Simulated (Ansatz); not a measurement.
## Si2H5ClO2 (SMILES O[SiH2][SiH](O)Cl): methods side by side

Si2H5ClO2: 10 atoms, total charge 0, spin state singlet. As SMILES, `O[SiH2][SiH](O)Cl`. The coordinates come from a PBE0-D4/def2-TZVP relaxation. This is one conformer, not always the lowest.

Each level gives the vertical ionisation energy (to the doublet cation) (eV). The values are calculated.

```tsv
level	kind	program	value (eV)	CPU time (all runs)
HF/cc-pVDZ	Hartree–Fock	Ansatz	9.80	16 s
SVWN5/cc-pVDZ	LDA	Ansatz	9.36	19 s
BLYP/cc-pVDZ	GGA	Ansatz	9.14	32 s
revPBE/cc-pVDZ	GGA	Ansatz	9.26	34 s
r2SCAN/cc-pVDZ	meta-GGA	Ansatz	9.56	72 s
BHLYP/cc-pVDZ	global hybrid	Ansatz	10.05	44 s
PBE0/cc-pVDZ	global hybrid	Ansatz	9.77	48 s
CCSD/cc-pVDZ	coupled cluster or CI	Ansatz	9.95	3.1 min
```

The values span 9.14 to 10.05 eV. Times are those of the runs behind each value, whatever else they computed, on shared processors of several kinds: orders of magnitude only.
